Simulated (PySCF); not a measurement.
Simulated C 1s region for Ge(OEt)H3, `[H][Ge]([H])([H])[O]CC`, binding energy against the vacuum level.

Every computed line was given a Gaussian of 0.7 eV full width at half maximum and an area set by the number of equivalent atoms; the highest printed point is 100. Computed, not measured: delta-SCF UKS SCAN, pcX-2 on the ionised atom, pcseg-1 elsewhere, spin-free X2C in PySCF 2.14.0.

```json
{"binding energy (eV)": "289.6", "intensity": "1"}
{"binding energy (eV)": "289.7", "intensity": "1"}
{"binding energy (eV)": "289.8", "intensity": "4"}
{"binding energy (eV)": "289.9", "intensity": "8"}
{"binding energy (eV)": "290.0", "intensity": "16"}
{"binding energy (eV)": "290.1", "intensity": "29"}
{"binding energy (eV)": "290.2", "intensity": "47"}
{"binding energy (eV)": "290.3", "intensity": "67"}
{"binding energy (eV)": "290.4", "intensity": "86"}
{"binding energy (eV)": "290.5", "intensity": "98"}
{"binding energy (eV)": "290.6", "intensity": "100"}
{"binding energy (eV)": "290.7", "intensity": "91"}
{"binding energy (eV)": "290.8", "intensity": "74"}
{"binding energy (eV)": "290.9", "intensity": "54"}
{"binding energy (eV)": "291.0", "intensity": "35"}
{"binding energy (eV)": "291.1", "intensity": "21"}
{"binding energy (eV)": "291.2", "intensity": "12"}
{"binding energy (eV)": "291.3", "intensity": "8"}
{"binding energy (eV)": "291.4", "intensity": "10"}
{"binding energy (eV)": "291.5", "intensity": "17"}
{"binding energy (eV)": "291.6", "intensity": "29"}
{"binding energy (eV)": "291.7", "intensity": "46"}
{"binding energy (eV)": "291.8", "intensity": "66"}
{"binding energy (eV)": "291.9", "intensity": "85"}
{"binding energy (eV)": "292.0", "intensity": "98"}
{"binding energy (eV)": "292.1", "intensity": "100"}
{"binding energy (eV)": "292.2", "intensity": "91"}
{"binding energy (eV)": "292.3", "intensity": "75"}
{"binding energy (eV)": "292.4", "intensity": "54"}
{"binding energy (eV)": "292.5", "intensity": "35"}
{"binding energy (eV)": "292.6", "intensity": "21"}
{"binding energy (eV)": "292.7", "intensity": "11"}
{"binding energy (eV)": "292.8", "intensity": "5"}
{"binding energy (eV)": "292.9", "intensity": "2"}
{"binding energy (eV)": "293.0", "intensity": "1"}
{"binding energy (eV)": "293.1", "intensity": "0"}
```

**Question.** How many maxima does the curve show, and how many computed lines lie under it?

**Answer.** The curve has 2 maxima (at 290.6 and 292.1 eV). Under it lie 2 lines from 2 inequivalent carbon sites.

**Question.** Decompose the envelope and assign each component. Bonds: Ge1–O2, O2–C3, C3–C4. Hydrogens: H10, H11, H12 on Ge1; H5, H6 on C3; H7, H8, H9 on C4.

**Answer.** 
```
position (eV)  relative area  line  atoms                    environment
       290.57              1  C 1s     C4     carbon bonded to C and 3 H
       292.07              1  C 1s     C3  carbon bonded to C, O and 2 H
```

**Question.** What are the centre and the root-mean-square width of the whole band?

**Answer.** The area-weighted mean of the lines is 291.32 eV. Their own spread about it is 0.75 eV (rms) and each Gaussian has σ = 0.7/2.355 = 0.30 eV; the variances add, which gives 0.81 eV.

**Question.** Above which line width would these two lines show one maximum?

**Answer.** Two equal Gaussians merge once their distance is under 2σ = FWHM/1.177. With 1.50 eV between them that is a full width over 1.77 eV.

The listed C 1s values span 1.50 eV, from C4 (bonded to C and 3 H) to C3 (bonded to O, C and 2 H).

No satellites, vibrations or lifetime broadening are included. One conformer (not necessarily the lowest) at the PBE0-D3(BJ)/def2-SVP geometry, without solvent, vibrations or thermal averaging.
